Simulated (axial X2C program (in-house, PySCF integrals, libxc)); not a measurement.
**Photoelectron levels of TlSe⁻ by EOM-IP-CCSD**

Calculated with an axial X2C code built on PySCF integrals: two-component X2C with atomic mean-field Coulomb and Gaunt terms, Gaussian nuclei, basis Tl dyall-acv3z, Se dyall-acv3z with contracted cores.

R = 2.512 Å (near the PBE0 minimum at charge -1 of the determinant lowest at the starting distance; the state shown can have its own minimum elsewhere).

Hartree–Fock spinors of TlSe⁻ (one of each Kramers pair; a window near the gap, which can cut inner shells):

```csv
ω,occupied,ε (eV),character
3/2,yes,-17.02,99% Tl d
1/2,yes,-16.11,"50% Tl d, 39% Se s, 5% Tl p"
1/2,yes,-7.89,"55% Tl s, 32% Se p, 5% Se s"
1/2,yes,-3.14,"78% Se p, 11% Tl p, 6% Tl d"
3/2,yes,-2.87,"80% Se p, 10% Tl p, 6% Tl d"
1/2,yes,-2.66,"45% Se p, 37% Tl p, 13% Tl s"
1/2,no,2.46,"90% Tl p, 8% Tl s"
1/2,no,2.50,99% Tl p
3/2,no,2.50,99% Tl p
1/2,no,3.51,"82% Tl s, 10% Tl p, 6% Se p"
1/2,no,4.63,"48% Tl p, 42% Tl d, 7% Se p"
3/2,no,4.74,"48% Tl d, 43% Tl p, 6% Se p"
```

Vertical detachment energies of TlSe⁻ to the states of TlSe:

```
Ω of TlSe  vertical detachment energy (eV)  above lowest (cm⁻¹)                   ionised spinor  one-hole weight
      3/2                            2.470                    0             80% Se pπ, 10% Tl pπ             0.93
      1/2                            2.660                 1526  48% Se pσ, 33% Tl pσ, 11% Tl sσ             0.94
      1/2                            2.718                 1997             75% Se pπ, 13% Tl pπ             0.93
      1/2                            7.414                39874             58% Tl sσ, 26% Se pσ             0.83
```

(1) What is the splitting of the first π pair in the table, and is it regular or inverted?

This point took 25 s on 1 thread of Intel(R) Xeon(R) 6975P-C (Granite Rapids) (shared host).

Reference electrons by ω block (each with its −ω partner): 1/2: 34, 3/2: 17, 5/2: 6, 7/2: 1. 20 electrons of TlSe⁻ correlated (inner shells frozen), 82 natural virtual spinors (a truncated set); levels can be off by some tenths of an eV. Roots sought by Ω: (1/2: 4, 3/2: 3, 5/2: 1); the list ends where they run out and leaves out roots under 60 % one-particle weight. The solver can skip a root, and states that need a further excitation, which the method places far too high, are missing though they may lie low or lowest. T1 of the reference 0.018 (Lee–Taylor). Number of frozen shells: Tl 5 s, 4 p, 2 d, 1 f; Se 3 s, 2 p, 1 d.

## Answers

(1) E(3/2) − E(1/2) = 0 − 1997 = -1997 cm⁻¹ at EOM-IP-CCSD: inverted, Ω = 3/2 lower. Splittings at this level can be off by ten to twenty per cent.
